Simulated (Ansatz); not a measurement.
Reaction (formal exchange of groups at the Si–Al bond): `C=CN[SiH2][AlH2]` + CH₄ → `C=CN[SiH2]C` + `[AlH3]`

Isolated molecules relaxed with PBE0-D4/def2-TZVP in Ansatz; ΔE leaves out vibrations. CCSD(T)/CBS adds triple-zeta CCSD(T) − MP2 to the extrapolated MP2 energy (def2 sets, frozen cores). This one scheme is used for every species. Functionals use def2-TZVPP. One conformer a species, not always the lowest.

`C=CN[SiH2][AlH2]`:

Z-matrix (Å, degrees):
```
C
Al 1 2.200
C 1 1.396 2 98.9
H 1 1.089 2 91.8 3 117.9
H 1 1.084 2 114.5 3 -124.7
Si 2 2.493 1 78.5 3 -50.9
H 2 1.594 1 108.3 3 -171.7
H 2 1.600 1 108.6 3 55.7
N 3 1.322 1 122.5 2 55.9
H 3 1.089 1 120.1 2 -118.1
H 6 1.493 2 130.2 1 140.8
H 6 1.497 2 119.4 1 -69.5
H 9 1.008 3 116.4 1 -178.5
```

CH₄:

Z-matrix (Å, degrees):
```
C
H 1 1.090
H 1 1.090 2 109.5
H 1 1.090 2 109.5 3 -120.0
H 1 1.090 2 109.5 3 120.0
```

`C=CN[SiH2]C`:

Cartesian coordinates in Å:
```
C 2.037 -1.774 -1.021
C 0.834 -1.400 -0.585
N 0.485 -0.160 -0.087
Si -1.001 0.229 0.715
C -1.363 2.040 0.478
H 2.186 -2.769 -1.415
H 2.890 -1.104 -1.002
H 0.007 -2.105 -0.619
H 1.249 0.500 -0.055
H -0.963 -0.068 2.177
H -2.039 -0.645 0.105
H -1.472 2.286 -0.580
H -0.562 2.657 0.895
H -2.288 2.313 0.994
```

`[AlH3]`:

Cartesian coordinates in Å:
```
Al 0.000 0.000 0.000
H 1.052 -1.077 -0.499
H -0.899 -0.299 1.272
H -0.153 1.376 -0.773
```

Question: Is it downhill or uphill in electronic energy at CCSD(T)/CBS, and by how much? (Best estimate.)

Answer: The calculation gave: Uphill: ΔE = +54.3 kJ/mol.

Question: What do these levels give: PBE-D4, r2SCAN-D4, PBE0, SCS-MP2/def2-TZVPP, HF/def2-QZVPP, CCSD/CBS(def2)? (Estimate.)

Answer: Computed: PBE-D4 81.4, r2SCAN-D4 71.4, PBE0 70.1, SCS-MP2/def2-TZVPP 43.4, HF/def2-QZVPP 14.1, CCSD/CBS(def2) 45.8 kJ/mol.

Largest T1 diagnostic among the species: 0.016.

From PBE to PBE0 (25 % exact exchange), in def2-TZVPP and without D4, ΔE moves by −6.2 kJ/mol. The D4 term adds +8.7 kJ/mol with B3LYP and +4.4 kJ/mol with PBE0; it sums over pairs of atoms, weighted by their polarisabilities, and B3LYP, whose exchange is more repulsive, gets the larger term.

B3LYP here is the variant with VWN-RPA as its local correlation; programs differ in this.
